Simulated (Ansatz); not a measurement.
Cartesian coordinates (Å):
```xyz
7

Cd    -0.0551     0.0488     0.0539
N      1.5972     1.0239     0.6354
H      1.4649     1.5519     1.4995
H      1.9333     1.6978    -0.0551
N     -1.5385    -1.0760    -0.6902
H     -2.4624    -0.6685    -0.5376
H     -1.5766    -2.0137    -0.2862
```
Charge 0, spin multiplicity 1.

These are Ansatz (an electronic-structure program) with frozen-core CCSD(T)/def2-TZVPP // r2SCAN-D4/def2-SVP values and carry that method's errors.

- HF energy = -278.11840 Ha
- MP2 correlation energy = -1.17182 Ha

Question: Estimate the CCSD correlation energy, the (T) correction, the total energy and the T1 diagnostic.

Answer: 
```json
{
 "CCSD correlation energy": "-1.14877 Ha",
 "(T) correction": "-0.03914 Ha",
 "CCSD(T) total energy": "-279.30631 Ha",
 "T1 diagnostic": "0.014"
}
```
